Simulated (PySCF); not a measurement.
All values below come from PySCF with PBE-D3(BJ)/def2-TZVP // B3LYP-D3(BJ)/def2-TZVP. Isolated molecules, 0 K electronic values unless said otherwise. One relaxed conformer stands for a flexible species; it need not be the lowest. Excitations are Tamm–Dancoff values on a coarser integration grid. The basis has no diffuse functions, so Rydberg states are missing or too high.

Reference species (SMILES): `[SiH3][Si]([SiH3])([SiH3])Cl` (neutral, multiplicity 1).

```yaml
T1 excitation (TDA): 4.48 eV
HOMO: -6.72 eV
HOMO–LUMO gap: 4.76 eV
LUMO: -1.96 eV
```

Changed species: `[SiH3][SiH]([SiH3])[SiH2]Cl` (Si–Si–Si–Cl torsion 171°).

What does the change do to the T1 excitation (TDA), HOMO, HOMO–LUMO gap and LUMO?

the T1 excitation (TDA) increases by 0.30 eV, to 4.78 eV; the HOMO drops by 0.11 eV, to -6.83 eV; the HOMO–LUMO gap increases by 0.33 eV, to 5.09 eV; the LUMO rises by 0.22 eV, to -1.74 eV.
